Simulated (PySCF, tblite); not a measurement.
Isomers of C6H10OSSi. Computed with GFN2-xTB (tblite): harmonic, unscaled wavenumbers at the GFN2-xTB geometry, gas phase. This tight-binding method is rough: wavenumbers can miss measured ones by several per cent, in bad cases by 10 to 20. Modes of hydrogen on silicon can be 10 to 20 % off. One conformer each.

Electronic energies: PBE0/pcSseg-1 single points on the GFN2-xTB geometries (PySCF, gas phase).

| SMILES | electronic energy, lowest = 0 (kcal/mol) |
| --- | --- |
| C=C1[SiH2]SC(C)(C)C1=O | 9.4 |
| CC1=C[SiH2]C([S@](C)=O)=C1 | 70.4 |
| C#C[C@@H]1C[S@@](=O)[C@H]1[SiH2]C | 98.9 |
| CS[SiH2]CCC#CC=O | 52.0 |
| CS[Si@]1(C)CC=CC1=O | 0.0 |

Problem. How do GFN2-xTB zero-point energies change the relative energies?

Solution. 
| SMILES | ZPE (kcal/mol) | of it from modes above 1550 cm⁻¹ | electronic (kcal/mol) | with ZPE, lowest = 0 (kcal/mol) | lowest mode (cm⁻¹) | rings |
| --- | --- | --- | --- | --- | --- | --- |
| CS[Si@]1(C)CC=CC1=O | 90.3 | 48.2 | 0.0 | 0.0 | 48 | 1 |
| C=C1[SiH2]SC(C)(C)C1=O | 88.5 | 46.3 | 9.4 | 7.5 | 40 | 1 |
| CS[SiH2]CCC#CC=O | 86.3 | 46.3 | 52.0 | 48.0 | 21 | 0 |
| CC1=C[SiH2]C([S@](C)=O)=C1 | 86.8 | 46.0 | 70.4 | 67.0 | 35 | 1 |
| C#C[C@@H]1C[S@@](=O)[C@H]1[SiH2]C | 86.4 | 44.6 | 98.9 | 95.0 | 56 | 1 |

The zero-point energies span 4.0 kcal/mol, from `CS[SiH2]CCC#CC=O` to `CS[Si@]1(C)CC=CC1=O`. The order is unchanged.

Problem. And how do the electronic energies of GFN2-xTB itself compare?

Solution. `CS[Si@]1(C)CC=CC1=O` 21.8; `C=C1[SiH2]SC(C)(C)C1=O` 0.0; `CS[SiH2]CCC#CC=O` 40.3; `CC1=C[SiH2]C([S@](C)=O)=C1` 44.2; `C#C[C@@H]1C[S@@](=O)[C@H]1[SiH2]C` 60.0 kcal/mol, lowest = 0. Against the energies above, taken from the same isomer `CS[Si@]1(C)CC=CC1=O`, the largest difference is 60.7 kcal/mol.

Problem. What do entropy and thermal enthalpy add at 298.15 K and 1 bar (rigid rotor, harmonic oscillator, one conformer each)?

Solution. 
| SMILES | point group | symmetry number | S (cal/(mol K)) | H − H(0) (kcal/mol) | ZPE + H − H(0) − TS (kcal/mol) |
| --- | --- | --- | --- | --- | --- |
| CS[Si@]1(C)CC=CC1=O | C1 | 1 | 109.2 | 8.09 | 65.8 |
| C=C1[SiH2]SC(C)(C)C1=O | C1 | 1 | 102.7 | 7.58 | 65.4 |
| CC1=C[SiH2]C([S@](C)=O)=C1 | C1 | 1 | 106.5 | 7.92 | 63.0 |
| C#C[C@@H]1C[S@@](=O)[C@H]1[SiH2]C | C1 | 1 | 106.3 | 7.91 | 62.6 |

Not tabulated: `CS[SiH2]CCC#CC=O` (lowest mode only 21 cm⁻¹).
